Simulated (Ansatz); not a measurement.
An input meant for the cluster Ag2Te⁺ (charge 1, doublet).

```yaml
crystal:
  periodic: [false, false, false]
  atoms:
    - {symbol: Ag, position_ang: [0.259311, -1.023274, -1.208208]}
    - {symbol: Ag, position_ang: [-1.032025, -0.165408, 1.217374]}
    - {symbol: Te, position_ang: [0.559311, -0.723274, -0.908208]}
basis:
  gaussian: {orbitals: def2-SVPD}
total_charge: 1
magnetization: {spin_polarized: true, initial_magnetization: 1}
hamiltonian: {xc: {name: B2PLYP}}
scf: {omitted_lower_state_checks: [starts]}
```

```sh
$ ansatz run in.yaml --threads 4 --pin off --events-out ev --progress --plain --max-ram 3916MiB
```

Output, abridged:

```
Functional definition: B2PLYP
1116 factors; integrals over basis functions are off by at most 2.4e-4 eV
mean field evaluation 1: about -11716.7994 eV, gradient 1.1e2 eV
mean field evaluation 2: about -11718.4053 eV, gradient 1.1e2 eV
mean field evaluation 4: about -11676.0897 eV, gradient 1.0e2 eV
mean field evaluation 8: about -11753.1797 eV, gradient 2.5e0 eV
mean field evaluation 16: about -11753.3687 eV, gradient 5.3e-2 eV
mean field evaluation 32: about -11753.3693 eV, gradient 1.4e-3 eV
a density is far from that of the atoms, so the factors are made again for it
1289 factors; integrals over basis functions are off by at most 2.4e-4 eV
mean field evaluation 64: about -11676.0917 eV, gradient 1.0e2 eV
mean field evaluation 96: about -11753.3691 eV, gradient 2.4e-4 eV
mean field -11753.36909026 eV, -431.9283473473 hartree, gradient 2.3e-6 eV, S^2 0.779210; 1 other end points of the search recorded, 0 dependent functions left out
4 core orbitals not correlated: weight in the atoms' cores, before any rotation towards them, 0.762 or more for the frozen orbitals, at most 0.181 for the correlated occupied ones
reference -11753.36921861 eV, -431.9283520641 hartree; 27, 26 occupied and 72, 73 virtual orbitals, 1289 factors
second order -24.47574589 eV of doubles, -0.00000000 eV of singles
Total energy: -11759.97767000 eV, -432.1712081734 hartree
Checks for a lower state left out: starts
```

Question: Something in this input is off. What?

Answer: One atom was put on top of another. The calculation finished and met its thresholds. The result belongs to that input, not to the species as meant.
